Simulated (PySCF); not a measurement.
A species of formula C6H11PSi has this rotational fingerprint, computed with PBE0/pcSseg-1 in PySCF (dipole) on a GFN2-xTB geometry, gas phase:

```
Rotational constants : A = 2217, B = 1046, C = 726.7 MHz
Dipole components    : |μa| = 0.27 D, |μb| = 0.03 D, |μc| = 0.59 D
Inertial defect      : -15.88 u·Å²
κ                    : -0.57
```

Task: Which candidate fits, each taken in the one conformer that was computed?
A. `[CH2:1]=[CH:2][C:3]1=[C:4]([CH3:5])[P:6]1[CH2:7][SiH3:8]` with C1–C2–C3–C4 176°, C4–P6–C7–Si8 77°
B. `[CH3:1][Si@@H:2]([PH2:3])[C:4]#[C:5][CH:6]1[CH2:7][CH2:8]1` with C1–Si2–P3–H 168° and 75°
C. `C#C/P=C/[Si](C)(C)C`
D. `Cc1cc([SiH3])c(C)[pH]1`

Result: D. It is Cc1cc([SiH3])c(C)[pH]1, an asymmetric top. The candidates at the same level (rigid rotor, commonest isotopes):

| SMILES | A (MHz) | B (MHz) | C (MHz) | μa (D) | μb (D) | μc (D) | Δ (u·Å²) | point group | rotor |
| --- | --- | --- | --- | --- | --- | --- | --- | --- | --- |
| Cc1cc([SiH3])c(C)[pH]1 | 2217 | 1046 | 726.7 | 0.27 | 0.03 | 0.59 | -15.88 | – | asymmetric top |
| C#C/P=C/[Si](C)(C)C | 2588 | 668.0 | 641.6 | 0.54 | 1.06 | 0.00 | -164.16 | Cs | near-prolate asymmetric top |
| C=CC1=C(C)P1C[SiH3] | 2099 | 855.8 | 697.3 | 0.79 | 0.61 | 1.48 | -106.65 | C1 | asymmetric top |
| C[Si@@H](P)C#CC1CC1 | 2756 | 532.8 | 471.5 | 2.39 | 0.35 | 0.50 | -60.12 | C1 | near-prolate asymmetric top |

`C#C/P=C/[Si](C)(C)C` has B 36 % too low; `C[Si@@H](P)C#CC1CC1` has B 49 % too low; `C=CC1=C(C)P1C[SiH3]` has B 18 % too low. No structure here is proved a minimum.
